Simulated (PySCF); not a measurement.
methoxy(methylsulfanyl)methane (C3H8OS), SMILES CSCOC.

Geometry optimised at r2SCAN-D4/def2-SVP. One conformer was computed; it need not be the lowest.

These are SMD-PBE0/6-31G* in PySCF values and carry that method's errors.

Solvation free energies are E(SMD) − E(gas) at the gas-phase geometry, for 1 M in both phases. In vacuum the dipole moment is 2.41 D.

```
solvent          ΔG(solv) (kcal/mol)  its non-electrostatic (CDS) part  dipole (D)
---------------  -------------------  --------------------------------  ----------
water                           -2.8                               3.6        3.33
acetonitrile                       …                                 …           …
tetrahydrofuran                 -4.5                              -0.6        3.02
```

Some entries are withheld; supply them. (An estimate is asked for; the answer gives what the named calculation found.)


- acetonitrile, ΔG(solv) (kcal/mol): -5.0
- acetonitrile, its non-electrostatic (CDS) part: -0.1
- acetonitrile, dipole (D): 3.18
